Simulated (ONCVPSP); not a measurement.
# Tb (Z = 65): one change to an ONCV potential, before and after

Tb, optimised norm-conserving Vanderbilt (ONCV), made with ONCVPSP 4.0.1 (PBE, scalar-relativistic). Core [Kr] 4d10 4f8, reference 5s2 5p6 5d1 6s2. Waves: 5s+6s: rc 1.95 bohr, ncon 4, nbas 8, qcut 5 1/bohr, 2 projectors; 5p: rc 1.60 bohr, ncon 4, nbas 9, qcut 5.1 1/bohr, 2 projectors, debl 0.8 Ha; 5d: rc 2.30 bohr, ncon 3, nbas 7, qcut 4.6 1/bohr, 2 projectors, debl 0.7 Ha. Local part: polynomial inside 1.10 bohr (lpopt 5, dvloc0 0 Ha). Core correction: Teter function, fcfact 4, rcfact 1.35.

In the p channel the program set the typed energies aside and used -1.025, 0.250 Ha.

Change: core correction Teter function, fcfact 4, rcfact 1.02.

Cutoffs: the cutoffs (Ha) at which the residual kinetic energy of the hardest occupied pseudo-wave falls to 1 and 0.1 mHa per electron; they do not see the model core or the augmentation charge, which bear on the density cutoff. Errors are all-electron minus pseudo energies relative to the spin-unpolarised reference configuration.

Predict the effect on cutoff, ghosts and configuration errors.

The potential gets neither clearly harder nor softer (36 Ha and 101 Ha → 36 Ha and 101 Ha); both files keep a bound ghost (s); of the 3 tests that both files solve, the error grows in 1 and shrinks in 1 by more than 15 % and 0.3 meV (median size 2.1 → 1.6 meV). A model core, the more so a compact one, raises the density cutoff, which this test does not measure.

```csv
quantity,base,changed
"cutoff, loose",36 Ha,36 Ha
"cutoff, tight",101 Ha,101 Ha
bound ghosts,s,s
GHOST(+) flags under 300 eV,p at 141.9 eV,p at 141.9 eV
"tests counted as reliable (solved cleanly; for ONCVPSP, near-neutral configurations with less than one 5d electron left out)",3 of 4,3 of 4
"error for 5s2 5p6 5d1 6s1, meV [ΔE 6.74 eV]",+0.6,+0.9
"error for 5s2 5p6 5d1 6s0, meV [ΔE 19.01 eV]",+15,+17
"error for 5s2 5p6 5d1.5 6s1.5, meV [ΔE 0.93 eV]",-2.1,-1.6
s: phases at 1.98 bohr within 0.05 rad from the reference energy up to (Ha; the scan ends near 5),to the end of the scan,to the end of the scan
p: phases at 1.62 bohr within 0.05 rad from the reference energy up to (Ha; the scan ends near 5),4.0,4.0
d: phases at 2.33 bohr within 0.05 rad from the reference energy up to (Ha; the scan ends near 5),to the end of the scan,to the end of the scan
"rms error of d²Exc/dni dnj with the model core, mHa",0.52,2.66
```

 A true bound ghost makes a file unfit for plane-wave use even where its test errors are small: the radial tests pick states by their node count and pass the ghost by.
